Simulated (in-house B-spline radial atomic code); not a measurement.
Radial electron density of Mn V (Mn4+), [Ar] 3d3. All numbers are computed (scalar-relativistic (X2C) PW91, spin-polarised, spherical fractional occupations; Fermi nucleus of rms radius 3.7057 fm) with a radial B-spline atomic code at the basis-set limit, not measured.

Columns: r (bohr), 4πr²n(r) (electrons per bohr), bar.

```
 0.00232   0.8127 #
 0.00277    1.111 #
 0.00331    1.515 ##
 0.00395    2.051 ###
 0.00472    2.767 ####
 0.00564    3.708 #####
 0.00673    4.917 #######
 0.00804    6.468 #########
  0.0096    8.402 ###########
  0.0115    10.81 ##############
  0.0137    13.56 ##################
  0.0164    16.77 ######################
  0.0195     20.1 ###########################
  0.0233    23.52 ###############################
  0.0279    26.63 ###################################
  0.0333    28.92 ######################################
  0.0397    30.03 ########################################
  0.0475    29.74 #######################################
  0.0567    28.14 #####################################
  0.0677    25.82 ##################################
  0.0808    23.81 ################################
  0.0965    23.24 ###############################
   0.115    24.79 #################################
   0.138    28.25 #####################################
   0.164    31.72 ##########################################
   0.196    33.25 ############################################
   0.235    30.91 #########################################
    0.28    25.12 #################################
   0.335    17.93 ########################
   0.399     12.8 #################
   0.477    11.29 ###############
    0.57     12.7 #################
    0.68    14.28 ###################
   0.813    13.74 ##################
   0.971    10.81 ##############
    1.16    6.886 #########
    1.38    3.608 #####
    1.65    1.499 ##
    1.97   0.5082 #
    2.36   0.1361 
    2.82  0.02925 
    3.36  0.00466
```

On this grid the curve has 3 maxima, near 0.0397, 0.196, 0.68 bohr.

The 3d up radial function P(r) = rR(r), positive near the nucleus:

```
r (bohr)         P
  0.0233  0.001596
  0.0333  0.004266
  0.0475   0.01102
  0.0677   0.02727
  0.0965   0.06394
   0.138    0.1405
   0.196    0.2774
    0.28    0.4919
   0.399    0.7508
    0.57    0.9628
   0.813    0.9938
    1.16    0.7948
    1.65    0.4677
    2.36    0.1795
    3.36   0.03797
```
Radii and densities under X2C are those of the two-component orbitals, without the picture-change correction, which makes inner s shells of heavy atoms about 5 % too small.
